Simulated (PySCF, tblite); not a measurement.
Isomers of C4H12ClFSi2, one GFN2-xTB conformer each. Single-point energies are computed at PBE0/pcSseg-1 (PySCF, gas phase, no added dispersion term), electronic only.

| SMILES | GFN2-xTB relative energy (kJ/mol) |
| --- | --- |
| C[C@@H](Cl)C[SiH2][SiH2]CF | 7.1 |
| CC[SiH2][C@H](F)[SiH2]CCl | 45.3 |
| FC[C@H](Cl)[SiH2]CC[SiH3] | 0.0 |

Conformers: `[CH3:1][C@@H:2]([Cl:3])[CH2:4][SiH2:5][SiH2:6][CH2:7][F:8]` with C1–C2–C4–Si5 -170°, C2–C4–Si5–Si6 -43°, C4–Si5–Si6–C7 -54°, Si5–Si6–C7–F8 52°; `[CH3:1][CH2:2][SiH2:3][C@H:4]([F:5])[SiH2:6][CH2:7][Cl:8]` with C1–C2–Si3–C4 -57°, C2–Si3–C4–F5 -51°, Si3–C4–Si6–C7 172°, C4–Si6–C7–Cl8 -179°; `[F:1][CH2:2][C@H:3]([Cl:4])[SiH2:5][CH2:6][CH2:7][SiH3:8]` with F1–C2–C3–Cl4 81°, C2–C3–Si5–C6 -171°, C3–Si5–C6–C7 -179°, Si5–C6–C7–Si8 180°.

Problem. What does PBE0/pcSseg-1 give for the same structures?

Solution. 
| SMILES | PBE0/pcSseg-1 E (Eh) | PBE0/pcSseg-1 (kJ/mol) | GFN2-xTB (kJ/mol) | point group |
| --- | --- | --- | --- | --- |
| C[C@@H](Cl)C[SiH2][SiH2]CF | -1297.91646 | 0.0 | 7.1 | C1 |
| CC[SiH2][C@H](F)[SiH2]CCl | -1297.91222 | 11.1 | 45.3 | C1 |
| FC[C@H](Cl)[SiH2]CC[SiH3] | -1297.91073 | 15.0 | 0.0 | C1 |

GFN2-xTB puts FC[C@H](Cl)[SiH2]CC[SiH3] lowest instead; measured from each level's own lowest isomer, the values differ by up to 34.2 kJ/mol (CC[SiH2][C@H](F)[SiH2]CCl: 45.3 against 11.1). As drawn, the lowest has an Si–Si bond, which the highest lacks. Neighbours under 10 kJ/mol apart (CC[SiH2][C@H](F)[SiH2]CCl and FC[C@H](Cl)[SiH2]CC[SiH3]) can change places with a better method, another conformer or zero-point energy.

Problem. Which frontier levels, dipoles and rotational constants go with these structures?

Solution. 
```json
{"SMILES": "C[C@@H](Cl)C[SiH2][SiH2]CF", "HOMO (eV, PBE0/pcSseg-1)": "-8.20", "LUMO (eV)": "-0.12", "dipole (D)": "1.69", "A, B, C (MHz)": "1461, 733.0, 642.7"}
{"SMILES": "CC[SiH2][C@H](F)[SiH2]CCl", "HOMO (eV, PBE0/pcSseg-1)": "-7.75", "LUMO (eV)": "-0.02", "dipole (D)": "2.83", "A, B, C (MHz)": "3445, 384.1, 366.6"}
{"SMILES": "FC[C@H](Cl)[SiH2]CC[SiH3]", "HOMO (eV, PBE0/pcSseg-1)": "-7.92", "LUMO (eV)": "0.31", "dipole (D)": "2.34", "A, B, C (MHz)": "2371, 425.8, 380.3"}
```

Problem. What happens when harmonic zero-point energies from GFN2-xTB frequencies are added?

Solution. 
| SMILES | ZPE (kJ/mol) | electronic (kJ/mol) | with ZPE (kJ/mol) |
| --- | --- | --- | --- |
| C[C@@H](Cl)C[SiH2][SiH2]CF | 381.4 | 0.0 | 0.0 |
| CC[SiH2][C@H](F)[SiH2]CCl | 378.3 | 11.1 | 8.0 |
| FC[C@H](Cl)[SiH2]CC[SiH3] | 375.1 | 15.0 | 8.8 |

The zero-point energies span 6.3 kJ/mol. The order is unchanged.
